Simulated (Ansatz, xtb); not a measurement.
# B2F4H2O2: which of two structures lies lower

Structure I is a singlet given by its coordinates and structure II is `F[B-]1(F)[OH+][B-](F)(F)[OH+]1`, a singlet. Both are isolated molecules in the gas phase, relaxed with PBE0-D4/def2-SVP.

I (Å):

```yaml
atoms:
  - { symbol: B, position_ang: [-2.9545, -0.7707, -0.9935] }
  - { symbol: B, position_ang: [-1.7810, 1.2538, -2.5366] }
  - { symbol: F, position_ang: [-3.2373, -2.0584, -0.9601] }
  - { symbol: F, position_ang: [-2.1367, 1.5066, -3.8039] }
  - { symbol: F, position_ang: [-0.4982, 0.9294, -2.3164] }
  - { symbol: F, position_ang: [-2.3542, 2.0357, -1.5750] }
  - { symbol: O, position_ang: [-2.9953, 0.0054, 0.0780] }
  - { symbol: O, position_ang: [-2.6094, -0.2452, -2.2490] }
  - { symbol: H, position_ang: [-2.7958, 0.9329, -0.1321] }
  - { symbol: H, position_ang: [-2.5892, -0.8658, -2.9894] }
```

Close contacts (Å): B1–F3 1.32, B1–O7 1.32, B1–O8 1.40, B2–F4 1.34, B2–F5 1.34, B2–F6 1.37, B2–O8 1.74, O7–H9 0.97, O8–H10 0.97.

II (Å):

```xyz
10

B    -0.3231   -1.0470    0.1648
B     0.5505    0.9104   -0.3001
F     0.1390   -2.2515   -0.1703
F    -1.4691   -1.0033    0.8784
F    -0.1424    1.9692    0.1725
F     1.6658    1.1692   -0.9827
O     0.7630   -0.1510    0.8044
O    -0.3820   -0.0777   -1.0388
H     0.5456    0.1573    1.6941
H    -1.2642    0.2732   -1.2192
```

Problem. Which of the two would you expect CCSD(T)/def2-SVP + ΔMP2/def2-TZVPP electronic energies to favour?

Solution. CCSD(T)/def2-SVP + ΔMP2/def2-TZVPP gives E(II) − E(I) = +0.62 kcal/mol, slightly favouring structure I, which is too small a margin to settle the true order.

The same difference at several levels:

```json
{"level": "PBE0-D4/def2-SVP", "geometry": "PBE0-D4/def2-SVP", "E(II) − E(I) (kcal/mol)": "−1.13", "departure from the last row (kcal/mol)": "−1.75", "job, with rough time for the two": "optimisation, 1.7 min"}
{"level": "HF/def2-SVP", "geometry": "PBE0-D4/def2-SVP", "E(II) − E(I) (kcal/mol)": "+5.99", "departure from the last row (kcal/mol)": "+5.37", "job, with rough time for the two": "part of the CCSD(T) run"}
{"level": "MP2/def2-SVP", "geometry": "PBE0-D4/def2-SVP", "E(II) − E(I) (kcal/mol)": "+0.77", "departure from the last row (kcal/mol)": "+0.15", "job, with rough time for the two": "part of the CCSD(T) run"}
{"level": "CCSD(T)/def2-SVP", "geometry": "PBE0-D4/def2-SVP", "E(II) − E(I) (kcal/mol)": "+0.98", "departure from the last row (kcal/mol)": "+0.37", "job, with rough time for the two": "single point"}
{"level": "CCSD(T)/def2-SVP + ΔMP2/def2-TZVPP", "geometry": "PBE0-D4/def2-SVP", "E(II) − E(I) (kcal/mol)": "+0.62", "departure from the last row (kcal/mol)": "", "job, with rough time for the two": "single point, 2 min"}
```

The largest departure from CCSD(T)/def2-SVP + ΔMP2/def2-TZVPP is that of HF/def2-SVP, 5.37 kcal/mol. Levels run at GFN2-xTB geometries aren't shown. The last row adds to CCSD(T) the change of the MP2 difference between the two basis sets, here −0.37 kcal/mol.

With thermal terms from frequencies at re-optimised GFN2-xTB minima (ideal gas, soft modes damped towards free rotors, one conformer each, 298.15 K, 1 atm): the zero-point term adds −0.38 kcal/mol; ΔH is −0.24 and ΔG +1.71 kcal/mol.

The correlated steps freeze 8 core orbitals. Run with Ansatz 0.2.0, xtb 6.7.1; the last row on 2 threads of Arm Neoverse V1 on a shared host.
